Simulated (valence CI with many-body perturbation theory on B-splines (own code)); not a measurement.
**Ni21+: configurations and terms from energies and g**

Computed by relativistic CI+MBPT: five valence electrons over a frozen Dirac-Fock core [He], radial functions for each j: 11 s, 11 p, 10 d, 8 f, 5 g, 2 h, with the one-electron correlation potential Σ1 (screened to all orders), the two-electron term Σ2, the three-electron term Σ3, Breit, model QED; selected single and double excitations, second order for the rest, scaled by the run's own slope (own B-spline code, finite nucleus).

No measured spectrum was set against this ion. As an estimate, levels of excited configurations hold to 0.05 to 0.15 % of their energy, terms of the ground configuration to about 0.5 %. Among the levels kept, up to 5500 cm⁻¹ of a level comes from second order outside the variational space, and about a tenth of that is noise between levels of different J, which matters for small intervals.

```tsv
No.	J	Parity	E (eV)	g
1	3/2	odd	0.00	1.842
3	5/2	odd	25.99	1.196
4	1/2	odd	37.58	0.660
6	5/2	even	105.16	1.579
7	3/2	even	116.91	1.705
8	1/2	even	120.01	2.610
9	3/2	even	145.89	0.865
10	5/2	even	149.26	1.213
12	3/2	even	173.55	1.286
13	1/2	even	190.59	1.066
14	3/2	odd	271.67	1.330
15	1/2	odd	290.32	0.660
16	1/2	even	1056.87	2.274
17	3/2	even	1069.35	1.702
```

Energies count from the lowest level. Strongly mixed levels and levels close to another of their J and parity are left out, so the numbers can have gaps.

**Question.** Give configuration and LS term of each level.

**Answer.** 1: 2s2 2p3 4S°; 3: 2s2 2p3 2D°; 4: 2s2 2p3 2P°; 6: 2s 2p4 4P; 7: 2s 2p4 4P; 8: 2s 2p4 4P; 9: 2s 2p4 2D; 10: 2s 2p4 2D; 12: 2s 2p4 2P; 13: 2s 2p4 2P; 14: 2p5 2P°; 15: 2p5 2P°; 16: 2s2 2p2 3s 4P; 17: 2s2 2p2 3s 4P.
